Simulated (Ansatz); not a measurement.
A structure relaxed at PBE0-D4/def2-TZVP, charge 0, multiplicity 1:

Cartesian coordinates in Å:
```
N 0.389 2.329 -0.775
Si 0.396 0.807 -1.530
O -0.171 -0.446 -0.602
Si -0.316 -0.841 0.949
N -0.660 -2.485 1.067
Cl -1.821 0.182 1.875
Cl 1.417 -0.257 1.901
H 1.080 2.569 -0.083
H -0.465 2.844 -0.639
H 1.793 0.473 -1.886
H -0.501 0.857 -2.705
H -0.161 -3.147 0.496
H -0.980 -2.885 1.932
```

Q: Give its formula and SMILES.

A: Cl2H6N2OSi2, `N[SiH2]O[Si](N)(Cl)Cl`.

Q: Point group (tolerance 0.08 Å, 0.16 Å for H)?

A: C1.

Q: Summarise the bond lengths by kind.

A: 2 × N–Si 1.684 to 1.700 Å; 4 × H–N 1.006 to 1.007 Å; 2 × O–Si 1.606 to 1.659 Å; 2 × H–Si 1.479 to 1.480 Å; 2 × Cl–Si 2.042 to 2.062 Å.

Computed with Ansatz.
